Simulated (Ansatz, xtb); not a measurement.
# Relative energy of two isomers of C6H5B

Structure I: `C#CC1=CC=CB1`, a singlet. Structure II: `C#CC1=CBC=C1`, a singlet. Both are isolated molecules in the gas phase, relaxed with r2SCAN-D4/def2-SVP.

I (Å):

| atom | x (Å) | y (Å) | z (Å) |
| --- | --- | --- | --- |
| C | -1.5985 | 2.0695 | -2.6721 |
| C | -0.7035 | 1.6427 | -1.9567 |
| C | 0.2824 | 1.1449 | -1.0868 |
| C | 1.6066 | 0.9661 | -1.3602 |
| C | 2.3381 | 0.4146 | -0.1785 |
| C | 1.5317 | 0.2157 | 0.8937 |
| B | 0.0962 | 0.6637 | 0.4417 |
| H | -2.3767 | 2.4458 | -3.3094 |
| H | 2.0978 | 1.1891 | -2.3130 |
| H | 3.4145 | 0.2087 | -0.2222 |
| H | 1.8876 | -0.1811 | 1.8466 |
| H | -0.9350 | 0.6640 | 1.0633 |

II (Å):

```
atom    x (Å)    y (Å)    z (Å)
   C  -1.6684   1.5541  -2.6852
   C  -0.7190   1.3954  -1.9337
   C   0.3600   1.1686  -1.0510
   C   1.4298   1.9803  -0.8069
   C   1.5443  -0.1237   0.5543
   C   0.4404  -0.1092  -0.2168
   B   2.3139   1.2322   0.2603
   H  -2.4968   1.7102  -3.3517
   H   1.5587   2.9433  -1.3044
   H   3.3502   1.6109   0.7473
   H   1.7895  -0.9491   1.2267
   H  -0.3396  -0.8755  -0.2885
```

Which of the two would you expect CCSD(T)/def2-SVP + ΔMP2/def2-TZVPP electronic energies to favour?

Too close to call at this level: CCSD(T)/def2-SVP + ΔMP2/def2-TZVPP gives E(II) − E(I) = −0.014 eV.

How the difference moves with the method:

```
                             level            geometry  E(II) − E(I) (eV)  departure from the last row (eV)  job, with rough time for the two
                          GFN2-xTB            GFN2-xTB              −0.015                            −0.001              optimisation, 0.17 s
                         HF/STO-3G            GFN2-xTB              +0.003                            +0.017              single point, 0.44 s
      r2SCAN-D4/def2-SVP//GFN2-xTB            GFN2-xTB              +0.007                            +0.021               single point, 3.2 s
                r2SCAN-D4/def2-SVP  r2SCAN-D4/def2-SVP              +0.012                            +0.026                optimisation, 38 s
                       HF/def2-SVP  r2SCAN-D4/def2-SVP              +0.015                            +0.029           part of the CCSD(T) run
                      MP2/def2-SVP  r2SCAN-D4/def2-SVP              −0.023                            −0.008           part of the CCSD(T) run
                  CCSD(T)/def2-SVP  r2SCAN-D4/def2-SVP              −0.016                            −0.002                      single point
CCSD(T)/def2-SVP + ΔMP2/def2-TZVPP  r2SCAN-D4/def2-SVP              −0.014                                                  single point, 79 s
```

As drawn, both hold the same kinds of bond in the same numbers.

The largest departure from CCSD(T)/def2-SVP + ΔMP2/def2-TZVPP is that of HF/def2-SVP, 0.029 eV. The last row adds to CCSD(T) the change of the MP2 difference between the two basis sets, here +0.002 eV.

With thermal terms from frequencies at re-optimised GFN2-xTB minima (ideal gas, soft modes damped towards free rotors, one conformer each, 298.15 K, 1 atm): the zero-point term adds +0.008 eV; ΔH is −0.008 and ΔG −0.005 eV.

The correlated steps freeze 7 core orbitals. Run with Ansatz 0.2.0, xtb 6.7.1; the last row on 2 threads of Intel(R) Xeon(R) Platinum 8488C (Sapphire Rapids) on a shared host.
